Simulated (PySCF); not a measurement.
**ORD: `C=C[C@H]1C(C)=C[C@@H]1C`, C$_{8}$H$_{12}$**

Geometry:
| atom | x (Å) | y (Å) | z (Å) |
| --- | --- | --- | --- |
| C1 | 2.811 | -0.204 | -0.288 |
| C2 | 1.600 | 0.070 | -0.740 |
| C3 | 0.344 | -0.197 | 0.008 |
| C4 | -0.583 | 0.998 | 0.166 |
| C5 | -0.341 | 2.286 | 0.858 |
| C6 | -1.573 | 0.450 | -0.533 |
| C7 | -0.830 | -0.832 | -0.812 |
| C8 | -1.428 | -2.100 | -0.228 |
| H9 | 2.964 | -0.664 | 0.674 |
| H10 | 3.699 | 0.018 | -0.855 |
| H11 | 1.468 | 0.540 | -1.707 |
| H12 | 0.555 | -0.725 | 0.940 |
| H13 | -1.216 | 2.928 | 0.790 |
| H14 | -0.107 | 2.112 | 1.909 |
| H15 | 0.512 | 2.795 | 0.411 |
| H16 | -2.563 | 0.768 | -0.808 |
| H17 | -0.580 | -0.986 | -1.865 |
| H18 | -2.331 | -2.374 | -0.769 |
| H19 | -0.719 | -2.923 | -0.298 |
| H20 | -1.686 | -1.950 | 0.818 |

Computed with TDDFT BHandHLYP/def2-SVPD circular dichroism and optical rotation, one conformer, gas phase in PySCF 2.14.0. Geometry: GFN2-xTB.

The molecule is flexible and this is one conformer; a measurement averages over conformers. States above about 7.8 eV (minus the energy of the highest occupied orbital) lie near or above the ionisation threshold and depend on the basis.

Stereocentres: C3 R, C7 S.

(1) What is the specific rotation at 633, 589.3, 546, 436, 405, 365, 355 nm?

(2) And for the mirror image at 589.3 nm?

(3) What is the molar rotation [Φ] = [α]·M/100 of the geometry above at 589.3 nm?

Answers

(1) [α] in deg dm⁻¹ (g/mL)⁻¹:
```csv
λ (nm),origin-invariant length gauge,modified velocity gauge,length gauge (centre of mass),isotropic polarisability (au)
633,+349.7,+344.0,+348.7,95.3
589.3,+412.3,+405.6,+411.1,95.7
546,+493.5,+485.5,+492.0,96.2
436,+866.6,+852.7,+864.0,98.3
405,+1058.0,+1041.1,+1054.7,99.3
365,+1427.5,+1404.9,+1422.8,101.1
355,+1553.2,+1528.8,+1548.0,101.7
```

(2) -412.3 deg dm⁻¹ (g/mL)⁻¹ (origin-invariant length gauge): the same size and the opposite sign.

(3) With M = 108.18 g/mol, +446.0 deg cm² dmol⁻¹ (origin-invariant length gauge).

The first excitation lies at 6.75 eV (184 nm) with R = +113.4 × 10⁻⁴⁰ esu² cm² (velocity form).
